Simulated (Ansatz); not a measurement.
`CC#CCCCC` → `C#CCCCC` + `[CH2]` (triplet)  (formal loss of a carbene)

Gas-phase electronic energies from Ansatz, PBE0-D4/def2-TZVP geometries. CCSD(T)/CBS is the MP2 limit (def2-TZVPP, def2-QZVPP) plus CCSD(T) − MP2 in def2-TZVPP, frozen cores. This one scheme is used for every species. Functionals use def2-TZVPP. B3LYP here is the variant with VWN-RPA as its local correlation; programs differ in this. HSE06 is defined as in plane-wave codes. Triplets are unrestricted, without spin–orbit coupling. Each species was taken in one conformer, which may not be the lowest.

`CC#CCCCC`:

Cartesian coordinates in Å:
```
C 1.769 3.134 0.373
C 0.875 2.169 -0.240
C 0.135 1.373 -0.754
C -0.767 0.399 -1.351
C -1.202 -0.699 -0.379
C -0.052 -1.560 0.114
C -0.499 -2.630 1.094
H 2.309 2.691 1.214
H 2.509 3.495 -0.345
H 1.217 3.999 0.749
H -1.651 0.920 -1.735
H -0.279 -0.057 -2.221
H -1.706 -0.237 0.476
H -1.945 -1.329 -0.879
H 0.440 -2.028 -0.747
H 0.700 -0.916 0.581
H -1.235 -3.301 0.641
H -0.961 -2.183 1.979
H 0.342 -3.241 1.432
```

`C#CCCCC`:

Cartesian coordinates in Å:
```
C 1.746 -2.544 0.269
C 1.515 -1.541 -0.351
C 1.232 -0.315 -1.078
C 0.414 0.693 -0.268
C -0.973 0.194 0.095
C -1.762 1.203 0.912
H 1.952 -3.435 0.812
H 2.180 0.138 -1.386
H 0.696 -0.566 -2.001
H 0.333 1.616 -0.852
H 0.965 0.946 0.644
H -0.881 -0.745 0.651
H -1.520 -0.047 -0.824
H -1.251 1.433 1.851
H -1.887 2.143 0.367
H -2.757 0.827 1.159
```

`[CH2]` (triplet):

Cartesian coordinates in Å:
```
C -0.271 0.049 -0.024
H 0.021 -0.178 0.990
H 0.249 0.129 -0.966
```

```tsv
level	ΔE (kcal/mol)	difference from CCSD(T)/CBS
LDA (SPW92)	128.1	19.7
PBE-D4	111.6	3.2
revPBE-D4	108.1	-0.3
BLYP-D4	107.6	-0.8
r2SCAN-D4	104.4	-4.0
PBE0-D4	109.6	1.2
B3LYP-D4	107.8	-0.6
r2SCANh-D4	104.0	-4.4
r2SCAN0-D4	103.5	-4.9
HSE06-D4	109.7	1.3
BHLYP-D4	105.0	-3.4
CAM-B3LYP-D4	108.7	0.3
ωB97X-V	111.6	3.2
ωB97M-V	109.4	1.0
B2PLYP	107.1	-1.3
PBE-QIDH	108.8	0.4
PBE	110.4	2.0
revPBE	104.5	-3.9
r2SCAN	104.0	-4.4
PBE0	108.6	0.2
B3LYP	106.0	-2.4
r2SCANh	103.6	-4.8
r2SCAN0	103.1	-5.3
HSE06	108.7	0.3
BHLYP	103.7	-4.7
CAM-B3LYP	107.7	-0.7
LC-ωPBE	107.1	-1.3
RPA@PBE/def2-TZVPP	103.9	-4.5
HF/def2-SVP	77.0	-31.4
MP2/def2-SVP	107.8	-0.6
CCSD/def2-SVP	103.4	-5.0
HF/def2-TZVPP	74.5	-33.9
MP2/def2-TZVPP	109.3	0.9
SCS-MP2/def2-TZVPP	109.3	0.9
CCSD/def2-TZVPP	103.3	-5.1
CCSD(T)/def2-TZVPP	105.8	-2.6
HF/def2-QZVPP	74.5	-33.9
SCS-MP2/def2-QZVPP	111.2	2.8
HF/CBS(def2)	74.4	-34.0
MP2/CBS(def2)	111.9	3.5
CCSD(T)/CBS	108.4	0
```

Largest T1 diagnostic among the species: 0.011.

From BLYP to BHLYP (50 % exact exchange), in def2-TZVPP and without D4, ΔE moves by −1.4 kcal/mol. Leaving LDA and LC-ωPBE aside and taking each functional with its dispersion term where it has one, the values spread over 8.1 kcal/mol, from r2SCAN0-D4 to ωB97X-V. LDA lies +17.6 kcal/mol from PBE without D4.
